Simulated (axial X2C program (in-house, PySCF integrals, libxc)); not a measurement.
How the levels of TcBr (d6 s0 p(π)0 orbitals) move with the bond length

Calculated with an in-house all-electron X2C program for linear molecules (integrals from PySCF): two-component X2C with atomic mean-field Coulomb and Gaunt terms, basis Tc dyall-v3z, Br dyall-v3z (cores contracted in-house). Orbitals come from Hartree–Fock averaged over the configuration Tc d6 s0 p(π)0; CI then distributes these electrons over the d, s, p(π) shells of Tc.

At R = 2.528 Å:

| Ω | energy (cm⁻¹) | g∥ | μ (D) | configuration |
| --- | --- | --- | --- | --- |
| 4 | 0 | 11.99 | -6.88 | 100% d6 |
| 3 | 6 | 8.93 | -6.85 | 100% d6 |
| 2 | 32 | 5.99 | -6.89 | 100% d6 |
| 1 | 54 | 3.04 | -6.95 | 100% d6 |
| 0 | 62 | 0.00 | -6.98 | 100% d6 |
| 2 | 656 | 6.21 | -6.98 | 100% d6 |
| 1 | 713 | 2.40 | -6.91 | 100% d6 |
| 3 | 723 | 9.06 | -6.84 | 100% d6 |
| 0 | 766 | 0.00 | -6.84 | 100% d6 |
| 0 | 1102 | 0.00 | -6.92 | 100% d6 |
| 2 | 1151 | 5.80 | -6.88 | 100% d6 |
| 1 | 1199 | 3.56 | -6.85 | 100% d6 |
| 1 | 1432 | 3.01 | -6.88 | 100% d6 |
| 0 | 1451 | 0.00 | -6.86 | 100% d6 |

g∥ is the magnitude of 2⟨Lz + ge Sz⟩ for the +Ω component. μ is positive if the Br end is positive. The lowest 14 levels at most are listed.

At R = 2.351 Å:

| Ω | energy (cm⁻¹) | g∥ | μ (D) | configuration |
| --- | --- | --- | --- | --- |
| 0 | 0 | 0.00 | -6.15 | 100% d6 |
| 1 | 25 | 3.60 | -6.14 | 100% d6 |
| 2 | 108 | 7.02 | -6.09 | 100% d6 |
| 3 | 287 | 9.08 | -5.89 | 100% d6 |
| 4 | 345 | 11.99 | -5.88 | 100% d6 |
| 2 | 697 | 5.91 | -6.00 | 100% d6 |
| 1 | 886 | 1.83 | -5.95 | 100% d6 |
| 3 | 1012 | 8.91 | -5.88 | 100% d6 |
| 0 | 1035 | 0.00 | -5.91 | 100% d6 |
| 0 | 1264 | 0.00 | -5.95 | 100% d6 |
| 2 | 1373 | 5.07 | -5.90 | 100% d6 |
| 1 | 1454 | 5.00 | -5.93 | 100% d6 |
| 1 | 1635 | 1.58 | -5.91 | 100% d6 |
| 0 | 1769 | 0.00 | -5.89 | 100% d6 |

The lowest level lies 1439 cm⁻¹ above the lowest at the first distance.

(1) How does the gap from the lowest to the fifth level change between the two distances?

Dynamic correlation is missing, so gaps between terms are too wide and other configurations may lie lower; the lowest level listed is that of this model, not necessarily the ground state. For d shells the ligand-field splittings (σ, π, δ) and their order can be off by a thousand cm⁻¹ or more. At most 4 roots were kept for each Ω > 0 (twice that for Ω = 0) within 3.2 eV of the lowest, so higher up levels can be missing between those listed; levels with Ω > 0 are doubly degenerate and listed once, Ω = 0 levels singly. Some active spinors are only partly of the character that their shell is named for, so the shell names and counts are nominal. States that fill the shells left empty in the average are placed too high.

Answers

(1) From 62 to 345 cm⁻¹, a factor of 5.61.
